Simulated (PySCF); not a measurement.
Species: C7H8N2.
Structure used (PBE0-D3(BJ)/def2-SVP), in Å, numbered top down from 1:
```xyz
17
C7H8N2 angstrom
N      3.323   -0.406    0.729
C      2.554   -0.247   -0.274
C      1.104   -0.089   -0.144
C      0.483   -0.103    1.115
C     -0.887    0.043    1.236
C     -1.699    0.211    0.095
N     -3.053    0.396    0.219
C     -1.078    0.225   -1.168
C      0.297    0.078   -1.276
H      4.294   -0.498    0.423
H      2.924   -0.215   -1.319
H      1.116   -0.235    1.996
H     -1.353    0.033    2.226
H     -3.486    0.120    1.090
H     -3.625    0.250   -0.600
H     -1.689    0.356   -2.065
H      0.761    0.091   -2.268
```

Method used: TDDFT CAM-B3LYP/def2-SVPD, vertical, gas phase, core orbitals frozen in the response (PySCF 2.14.0, density-fitted response routines).

Each state is given a Gaussian of 0.4 eV full width at half maximum, with ε(max) = 2.175×10⁸ f / Δν̃ (Δν̃ the width in cm⁻¹). The cross-section is σ = 3.8235×10⁻²¹ ε cm², given in Mb (10⁻¹⁸ cm²). The width is an assumption, not a result. The curve ends short of the highest state used, and states not computed would add to its high-energy end.

| λ (nm) | σ (Mb) |
| --- | --- |
| 217.0 | 6.79 |
| 220.0 | 2.81 |
| 223.0 | 1.20 |
| 226.0 | 0.64 |
| 229.0 | 0.65 |
| 232.0 | 1.45 |
| 235.1 | 4.02 |
| 238.1 | 9.66 |
| 241.1 | 19.94 |
| 244.1 | 35.56 |
| 247.1 | 55.47 |
| 250.1 | 76.65 |
| 253.1 | 95.06 |
| 256.1 | 107.07 |
| 259.1 | 110.71 |
| 262.1 | 106.03 |
| 265.2 | 94.20 |
| 268.2 | 78.59 |
| 271.2 | 61.59 |
| 274.2 | 45.41 |
| 277.2 | 31.53 |
| 280.2 | 20.65 |
| 283.2 | 12.78 |
| 286.2 | 7.48 |
| 289.2 | 4.15 |
| 292.3 | 2.14 |
| 295.3 | 1.07 |
| 298.3 | 0.51 |
| 301.3 | 0.24 |
| 304.3 | 0.10 |

Q: Locate the maxima and give the states behind the curve.

A: 259 nm (4.79 eV), ε about 29000, made up of S1 (38%) and S2 (62%) (ε in L mol⁻¹ cm⁻¹; maxima over ε = 5, shares over 10%). At its high-energy end, 5.71 eV, the curve is still rising (ε about 1700, from S5). The states used: S1 4.67 eV (f 0.203); S2 4.86 eV (f 0.291); S3 4.99 eV (f 0.0011); S4 5.64 eV (f 0.0022); S5 6.06 eV (f 0.189); S6 6.31 eV (f 0.0057).

Q: What would ε be at 4.79 eV, the highest of these maxima, with half the width (0.2 eV)?

A: About 39100 L mol⁻¹ cm⁻¹ against 29000, a factor of about 1.4; a lone state at its own centre would give exactly 2.

Q: Coming from long wavelengths, where does ε first pass 100 L mol⁻¹ cm⁻¹?

A: At about 299 nm (4.14 eV), 0.53 eV below S1.

Q: On this curve, what absorbance would a 10⁻⁵ mol/L sample give at 266 nm over a 1 cm path?

A: 266 nm is 4.661 eV, where ε is about 24000 L mol⁻¹ cm⁻¹, so A = ε c l ≈ 0.24 (Beer–Lambert, with the gas-phase spectrum and the assumed width).

One conformer stands for the species.
